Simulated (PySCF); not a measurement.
Correlation energy of Ru⁺ (ruthenium, charge +1)

[Kr] 4d7, high-spin 4F determinant. Calculation: PySCF 2.14, in x2c-TZVPPall (8s6p6d2f1g, 79 functions); scalar relativity by spin-free X2C-1e. Frozen: [Kr]; 7 electrons correlated.

```tsv
level	correlation energy (mhartree)
CCSD	-159.49
(T)	-4.80
CCSD(T)	-164.29
```

Diagnostics: T1 = 0.0029, D1 = 0.0044, largest double amplitude 0.026.

Is a single reference adequate?

Yes, within this model without spin-orbit coupling: T1 lies below 0.03 and no double amplitude reaches 0.07.
